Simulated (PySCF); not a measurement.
## Computed and published core binding energies of `FS(F)(F)(F)(F)F`

The experiment to reproduce (core binding energies): S 2p3/2 of S2 180.40 eV [1]; S 1s of S2 2490.10 eV [3]; S 1s of S2 2490.10 eV [4]. Sources and the comparison follow the method.

Compound: SF6.
SMILES with atom numbers: `[F:1][S:2]([F:3])([F:4])([F:5])([F:6])[F:7]`

Structure used (PBE0-D3(BJ)/def2-SVP), in Å, numbered top down from 1:
```
atom  x, y, z in Å
F1     0.748    0.890   -0.956
S2     0.001    0.002    0.117
F3    -1.054   -0.431   -0.978
F4    -0.909    1.236    0.504
F5     0.910   -1.232   -0.270
F6    -0.748   -0.886    1.189
F7     1.054    0.435    1.213
```

Method used: delta-SCF UKS SCAN, pcX-2 on the ionised atom, pcseg-1 elsewhere, spin-free X2C in PySCF 2.14.0. Vertical ΔSCF values, vacuum level as zero.

| atom | environment | level | this calculation (eV) | reference (eV) | difference (eV) | source |
| --- | --- | --- | --- | --- | --- | --- |
| S2 | sulfur bonded to 6 F | S 2p3/2 | 180.11 | 180.40 | -0.29 | [1] |
| S2 | sulfur bonded to 6 F | S 1s | 2489.60 | 2490.00 | -0.40 | [2] |
| S2 | sulfur bonded to 6 F | S 1s | 2489.60 | 2490.10 | -0.50 | [3] |
| S2 | sulfur bonded to 6 F | S 1s | 2489.60 | 2490.10 | -0.50 | [4] |

[1] measured, gas; Jolly et al., Core electron binding energies of thiazyl fluoride (Lawrence Berkeley Laboratory report, escholarship qt4fd2758m) Note: scanned report of the 1970s; older calibration.
[2] computed, SFX2C-1e-ΔCCSD(T)/cc-pCVTZ-unc* + high-level relativistic corrections, gas; Zheng, Zhang, Jin, Southworth, Cheng, Phys. Chem. Chem. Phys. 2022, 24, 13587
[3] measured, gas; Cunha, Hait, Kang, Mao, Head-Gordon, J. Phys. Chem. Lett. 2022, 13, 3438 (arXiv:2111.08405)
[4] measured, gas; Zheng, Zhang, Jin, Southworth, Cheng, Phys. Chem. Chem. Phys. 2022, 24, 13587

Task: How well does this level of theory reproduce the measurements here?

Result: Over the 2 different measured values (2 distinct lines) the mean signed difference is -0.39 eV, the mean unsigned one 0.39 eV and the largest 0.50 eV; the computed references in the table aren't counted. The calculation is vertical and has no vibrational structure, and measured positions depend on the energy calibration.

Task: What does the calculation give for the levels without a reference value here?

Result: F1 (×6) F 1s 694.92 eV.

The first atom of each set that the bonding makes equivalent was ionised and stands for the set. Spin–orbit coupling isn't in the SCF: each 2p doublet comes from a relaxed spin-free hole plus a matrix of the shell (mean-field spin–orbit coupling and the ground-state 2p splitting), with 2p3/2 averaged over its two sublevels. 2p1/2 minus 2p3/2 (ligand field included): S 1.23 eV. Isolated species at its PBE0-D3(BJ)/def2-SVP geometry, gas phase.

The run took 48 s of wall time on Arm Neoverse V1, one thread, no GPU (shared host).
